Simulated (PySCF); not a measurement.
In(OH)(PH2)2 (H5InOP2), SMILES [OH][In]([PH2])[PH2].

Coordinates come from a PBE-D3(BJ)/def2-SVP optimisation. The structure was generated by enumeration; whether it is a known compound was not checked. The def2 effective core potentials stand for the cores of In; spin–orbit coupling is left out. One conformer was computed; it need not be the lowest.

The numbers are results of TDDFT-PBE/def2-SVPD (PySCF), not measurements.

Vertical excitations. Isolated molecule, no solvent.

```json
[
 {"state": "S1", "energy (eV)": "4.33", "λ (nm)": "287", "f": "0.029", "main pairs": "HOMO→LUMO+1 75 %, HOMO→LUMO 23 %"},
 {"state": "S2", "energy (eV)": "4.42", "λ (nm)": "280", "f": "0.007", "main pairs": "HOMO−1→LUMO 83 %"},
 {"state": "S3", "energy (eV)": "4.59", "λ (nm)": "270", "f": "0.288", "main pairs": "HOMO→LUMO 58 %, HOMO→LUMO+1 22 %"},
 {"state": "S4", "energy (eV)": "4.80", "λ (nm)": "258", "f": "0.016", "main pairs": "HOMO−2→LUMO 53 %, HOMO−1→LUMO+1 39 %"},
 {"state": "S5", "energy (eV)": "5.01", "λ (nm)": "248", "f": "0.014", "main pairs": "HOMO−2→LUMO+1 44 %, HOMO−1→LUMO+1 34 %, HOMO−2→LUMO 14 %"},
 {"state": "S6", "energy (eV)": "5.24", "λ (nm)": "237", "f": "0.088", "main pairs": "HOMO→LUMO+2 80 %"},
 {"state": "S7", "energy (eV)": "5.31", "λ (nm)": "233", "f": "0.057", "main pairs": "HOMO−2→LUMO+1 29 %, HOMO−3→LUMO 26 %, HOMO−1→LUMO+1 12 %, HOMO−2→LUMO 11 %"},
 {"state": "S8", "energy (eV)": "5.51", "λ (nm)": "225", "f": "0.024", "main pairs": "HOMO−4→LUMO 45 %, HOMO→LUMO+3 20 %, HOMO−3→LUMO 19 %"},
 {"state": "S9", "energy (eV)": "5.55", "λ (nm)": "224", "f": "0.010", "main pairs": "HOMO→LUMO+3 63 %, HOMO−3→LUMO 16 %"},
 {"state": "S10", "energy (eV)": "5.58", "λ (nm)": "222", "f": "0.031", "main pairs": "HOMO−4→LUMO 36 %, HOMO−3→LUMO 23 %, HOMO−2→LUMO+1 10 %, HOMO−2→LUMO+2 9 %"},
 {"state": "T1", "energy (eV)": "3.37", "λ (nm)": "368", "f": "0", "main pairs": "HOMO→LUMO 99 %"},
 {"state": "T2", "energy (eV)": "4.04", "λ (nm)": "307", "f": "0", "main pairs": "HOMO−1→LUMO 87 %"},
 {"state": "T3", "energy (eV)": "4.09", "λ (nm)": "303", "f": "0", "main pairs": "HOMO→LUMO+1 98 %"},
 {"state": "T4", "energy (eV)": "4.25", "λ (nm)": "292", "f": "0", "main pairs": "HOMO−2→LUMO 85 %"}
]
```
Triplets are in the Tamm–Dancoff approximation, which puts them higher than full response would, so one can lie above its singlet here.
